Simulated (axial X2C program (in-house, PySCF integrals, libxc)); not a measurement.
**What spin–orbit coupling does to PdS**

All values were computed with an in-house all-electron X2C program for linear molecules (integrals from PySCF). Spin-free means the one-electron spin-free X2C Hamiltonian; two-component (2c) means X2C with spin–orbit coupling and atomic mean-field two-electron Coulomb and Gaunt terms, so the difference of the two also holds small scalar two-electron terms. Basis: Pd dyall-v3z [12s12p8d3f2g], S dyall-v3z [8s7p2d1f] (cores contracted in-house); Gaussian nuclei, density fitting, unrestricted open shells. Masses: Pd 105.903 u, S 31.972 u.

Spin-free state: M_S = 1, Λ = 0 (beyond evenly filled blocks: π+α, π-α); fragments Pd + S.

```tsv
level	Re (Å)	ωe (cm⁻¹)	De (eV)	μ (D)
PBE0	2.103	444.0	2.701	-2.80
r2SCAN0	2.090	454.9	2.749	-2.91
```

Dipoles are positive if S is the positive end.

Two-component determinant lowest at the distance of the search:

Ω = 1 (⟨Sz⟩ = 0.98, ⟨Lz⟩ = 0.02 at PBE0); fragments Pd + S.

```tsv
level	Re (Å)	ωe (cm⁻¹)	De (eV)	μ (D)
PBE0	2.104	443.1	2.710	-2.83
r2SCAN0	2.091	453.9	2.755	-2.94
```

Question: From the two tables, how do the constants change at the PBE0 level (2c against spin-free)?

Answer: At the PBE0 level Re increases by 0.001 Å and ωe goes down by 0.9 cm⁻¹; De is not compared, since the atomic limits differ or miss part of their spin–orbit lowering.

One determinant describes the state; a PBE0 search over occupations chose it and may have missed a lower one. Dissociation energies refer to the lowest single-determinant-based atoms at the same level and basis. Density functionals use the spin component along the axis (collinear). In 2c an atomic determinant is not the ground J level, so De misses part of the atomic spin–orbit lowering. This holds for PBE0, r2SCAN0. PBE0 can misorder states that lie within some tenths of an eV, so this need not be the ground state of the molecule. The nearest other spin-free determinant of the search, M_S = 1, Λ = 1, lies 0.36 eV up at the distance of the search. Without a current term, density functionals place determinants with orbital angular momentum somewhat too high. With several unpaired electrons one determinant need not be a pure state. Open-shell Ω = 0 determinants with evenly filled partner blocks cannot be reached by this program, so the Ω shown need not be the lowest component. This is the Ω = 1 component of a π² triplet; the 0⁺ component is not one determinant and can lie lowest.
